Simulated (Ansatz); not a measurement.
Geometry optimisation, RKS B3LYP/def2-mTZVP (Ansatz).

Input file:

```yaml
crystal:
  periodic: [false, false, false]
  atoms:
    - { symbol: Ge, position_ang: [0.0, 0.0, 0.0] }
    - { symbol: H, position_ang: [0.7476, 0.0, 1.5822] }
    - { symbol: Cl, position_ang: [2.3434, 0.0, 0.6042] }
    - { symbol: Cl, position_ang: [-1.0456, 1.8115, -0.7393] }
    - { symbol: C, position_ang: [-0.9232, -1.5994, -0.6527] }
    - { symbol: H, position_ang: [-1.4228, -2.1111, 0.1962] }
    - { symbol: H, position_ang: [-1.6833, -1.3066, -1.4068] }
    - { symbol: H, position_ang: [-0.1873, -2.288, -1.1178] }
basis:
  gaussian: { orbitals: def2-mTZVP }
hamiltonian:
  xc: b3lyp
relax:
  f_tol: 0.15
  max_steps: 25
  restrain:
    - { distance: [1, 2], at: 1.37, k: 30.0 }
    - { distance: [0, 1], at: 2.75, k: 30.0 }
    - { distance: [0, 2], at: 3.42, k: 30.0 }
```

Command:

```bash
$ ansatz run input.yaml --threads 4 --pin off --max-ram 5120MiB --backend cpu --events-out ev --progress --plain --runs-dir out
```

**Question.** Where does it end, and by what steps?

**Answer.** The forces met the threshold. The restraints hold the end off the free minimum; the threshold counts their pulls, which the force column leaves out. Restrained pairs: H2–Cl3 (1.87 → 1.34 Å), Ge1–H2 (1.75 → 2.75 Å), Ge1–Cl3 (2.42 → 3.42 Å). After 11 steps the energy has fallen by 1.032 eV (the restraints' own energy left out); H2 moved furthest, 0.93 Å.

```
step  energy less start (eV)  largest force component (eV/Å)  accepted
   0                  0.0000                           3.869       yes
   1                  1.0843                           5.649       yes
   2                  1.9087                           6.083       yes
   3                  1.6902                           5.971       yes
   4                  0.3564                           3.927       yes
   5                 -0.5767                           1.263       yes
   6                 -0.8834                           1.003       yes
   7                 -0.9561                           1.020       yes
   8                 -0.9995                           0.737       yes
   9                 -1.0048                           0.654       yes
  10                 -1.0291                           0.685       yes
  11                 -1.0321                           0.682       yes
```

```xyz
8
Properties=species:S:1:pos:R:3
Ge -0.774 0.112 0.377
H 1.613 0.307 1.731
Cl 2.544 -0.379 1.052
Cl -1.100 1.596 -1.261
C -1.090 -1.541 -0.703
H -1.310 -2.390 -0.050
H -1.888 -1.419 -1.436
H -0.166 -1.779 -1.244
```

Run time: 17 s on 4 threads of Intel(R) Xeon(R) Platinum 8488C (Sapphire Rapids) (shared host), peak memory 0.28 GiB.
